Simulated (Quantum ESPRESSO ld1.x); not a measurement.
Xe III, 52 electrons, occupied as [Kr] 4d10 5s2 5p4 (the NIST ground configuration). All-electron calculation, Dirac Kohn-Sham, PBE, spin-unpolarised, spherical densities, point nucleus; open shells fill j = l - 1/2 first. Program: ld1.x of Quantum ESPRESSO 7.5. Some entries of the table are withheld. Estimate them.

orbital  occ.  eigenvalue (eV)  <r> (bohr)
1s1/2       2         -34368.7         (1)
2s1/2       2         -5364.90      0.1142
2p1/2       2         -5041.44     0.09620
2p3/2       4         -4716.80      0.1020
3s1/2       2              (2)         (3)
3p1/2       2         -979.900      0.2962
3p3/2       4         -918.236      0.3078
3d3/2       4              (4)      0.2787
3d5/2       6              (5)      0.2824
4s1/2       2         -218.386      0.7165
4p1/2       2         -170.809      0.7456
4p3/2       4         -158.505      0.7733
4d3/2       4              (6)      0.8686
4d5/2       6              (7)      0.8793
5s1/2       2         -39.1424       1.788
5p1/2       2         -27.5754       2.040
5p3/2       2         -26.0419       2.119

Answer. 
(1) 1s1/2 <r> (bohr): 0.02665
(2) 3s1/2 eigenvalue (eV): -1114.29
(3) 3s1/2 <r> (bohr): 0.3061
(4) 3d3/2 eigenvalue (eV): -681.876
(5) 3d5/2 eigenvalue (eV): -668.845
(6) 4d3/2 eigenvalue (eV): -81.5513
(7) 4d5/2 eigenvalue (eV): -79.5597
